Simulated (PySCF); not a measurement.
Computed IR spectrum (relative IR intensity) of a molecule CH8GeOSi. Coordinates come from a TPSSh-D3(BJ)/def2-SVP optimisation. The values are those of a single conformer. Computed with TPSSh-D3(BJ)/def2-SVP (PySCF 2.14.0). Frequencies are harmonic and unscaled.

Lines under 2 % of the strongest are left out, and lines within 2 cm⁻¹ are merged.

```json
[
 {"ν (cm⁻¹)": "520", "relative intensity": "2.2"},
 {"ν (cm⁻¹)": "637", "relative intensity": "4.9"},
 {"ν (cm⁻¹)": "651", "relative intensity": "6.2"},
 {"ν (cm⁻¹)": "740", "relative intensity": "10"},
 {"ν (cm⁻¹)": "768", "relative intensity": "10"},
 {"ν (cm⁻¹)": "857", "relative intensity": "100"},
 {"ν (cm⁻¹)": "875", "relative intensity": "7.3"},
 {"ν (cm⁻¹)": "879", "relative intensity": "8.9"},
 {"ν (cm⁻¹)": "884", "relative intensity": "10"},
 {"ν (cm⁻¹)": "950", "relative intensity": "24"},
 {"ν (cm⁻¹)": "994", "relative intensity": "18"},
 {"ν (cm⁻¹)": "1015", "relative intensity": "57"},
 {"ν (cm⁻¹)": "1284", "relative intensity": "4.3"},
 {"ν (cm⁻¹)": "2153", "relative intensity": "35"},
 {"ν (cm⁻¹)": "2186", "relative intensity": "21"},
 {"ν (cm⁻¹)": "2218", "relative intensity": "35"},
 {"ν (cm⁻¹)": "2227", "relative intensity": "22"}
]
```

Question: Pick the molecule that these values belong to.
(A) [CH3][GeH2][SiH2]O
(B) C[SiH2][O][GeH3]
(C) C[Si@@H](O)[GeH3]
(D) [SiH3]O[CH2][GeH3]

Answer: B, C[SiH2][O][GeH3]
